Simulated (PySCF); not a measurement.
How methods differ on the excitation energy of Ir

Ir [Xe] 4f14 5d7 6s2 (4F) → Ir [Xe] 4f14 5d8 6s1 (4F), as a difference of total energies. Computed with PySCF 2.14 in aug-cc-pVTZ-PP with ECP60MDF (6s6p5d3f2g, 88 functions), with scalar relativity through the core potential. Correlated levels: valence: 5s2 5p6 frozen. The calculations carry no spin-orbit coupling.

| method | excitation energy (cm⁻¹) | error (cm⁻¹) |
| --- | --- | --- |
| UHF | 1961.0 | +849 |
| LDA | 66.280 | -1045 |
| PBE | -664.21 | -1776 |
| PBE0 | -687.21 | -1799 |
| r2SCAN | 293.45 | -818 |
| BHandHLYP | 814.34 | -297 |
| M06-L | 1410.8 | +299 |
| B2PLYP | 676.77 | -435 |
| wB97X-V | -134.60 | -1246 |
| MP2 (valence) | 268.11 | -843 |
| SCS-MP2 (valence) | 826.95 | -285 |

Reference: 1111.6 cm⁻¹ (measured; NIST levels, between the centres of gravity of the two terms).

Errors of the correlated levels include the incompleteness of this basis and the frozen core.
